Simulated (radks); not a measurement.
The numbers below are computed, except where a source is named.
Q: Au IV, 76 electrons, occupied as [Xe] 4f14 5d8 (the NIST ground configuration). Code: a radial shooting solver on a logarithmic mesh with Libxc functionals. Model: Dirac Kohn-Sham, PBE, spin-unpolarised, spherical densities, finite nucleus; open shells fill j = l - 1/2 first; Fermi nuclear charge, rms radius 5.4371 fm. Some entries of the table are withheld. Estimate them.

orbital,occ.,eigenvalue (hartree),r(max) (bohr),<r^2> (bohr^2)
1s1/2,2,-2963.686,0.01042,0.0003934
2s1/2,2,-523.6274,0.06039,0.005940
2p1/2,2,(1),(2),0.004202
2p3/2,4,(3),(4),0.005390
3s1/2,2,-124.5988,0.1699,0.03857
3p1/2,2,-114.9896,0.1586,0.03516
3p3/2,4,-100.1050,0.1735,0.04158
3d3/2,4,-84.09461,(5),0.03190
3d5/2,6,-80.89523,(6),0.03364
4s1/2,2,-28.08669,0.3832,(7)
4p1/2,2,-23.98116,0.3814,0.1909
4p3/2,4,-20.41177,0.4122,0.2235
4d3/2,4,(8),0.4052,0.2362
4d5/2,6,(9),0.4147,0.2478
5s1/2,2,-5.29419,0.8487,0.9600
4f5/2,6,-4.38618,(10),0.2968
4f7/2,8,-4.24602,(11),0.3053
5p1/2,2,-3.95677,0.8962,1.123
5p3/2,4,-3.34158,0.9751,1.344
5d3/2,4,-1.52876,1.167,2.303
5d5/2,4,-1.46098,1.201,2.452
6s1/2,0,-1.21987,2.055,5.827
6p1/2,0,-0.92456,2.363,7.817
6p3/2,0,-0.84610,2.577,9.093

A: 
(1) 2p1/2 eigenvalue (hartree): -502.3364
(2) 2p1/2 r(max) (bohr): 0.04446
(3) 2p3/2 eigenvalue (hartree): -434.8842
(4) 2p3/2 r(max) (bohr): 0.05184
(5) 3d3/2 r(max) (bohr): 0.1352
(6) 3d5/2 r(max) (bohr): 0.1393
(7) 4s1/2 <r^2> (bohr^2): 0.1871
(8) 4d3/2 eigenvalue (hartree): -13.68123
(9) 4d5/2 eigenvalue (hartree): -13.01637
(10) 4f5/2 r(max) (bohr): 0.3733
(11) 4f7/2 r(max) (bohr): 0.3779
